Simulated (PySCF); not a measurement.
**Radial density of Kr(16+) (krypton, charge +16)**

BP86, [Ar] 3d2, high-spin 3F determinant. All numbers are calculated (PySCF 2.14, no relativity, point nucleus, in an even-tempered Gaussian basis (17 s from 1.4 bohr⁻², ratio 2.5; 11 p from 1.8 bohr⁻², ratio 2.5; 8 d from 1.8 bohr⁻², ratio 2.5; 4 f from 6.2 bohr⁻², ratio 2.7; 4 g from 9.3 bohr⁻², ratio 2.7)).

```tsv
r (bohr)	4πr²ρ (e/bohr)	4πr²(ρα − ρβ)
0.000710	0.1946	0.0000
0.00119	0.5316	0.0000
0.00201	1.418	0.0000
0.00338	3.636	-0.0001
0.00568	8.716	-0.0003
0.00956	18.67	-0.0006
0.0161	33.20	-0.0010
0.0270	43.90	-0.0011
0.0455	40.19	0.0043
0.0765	39.88	0.0732
0.129	52.78	0.6185
0.216	30.00	2.7295
0.364	24.62	4.8569
0.612	14.35	2.0994
1.03	0.5451	0.0976
1.73	0.0008467	0.0002
```

Spin-orbit coupling, absent here, splits the open shell strongly.
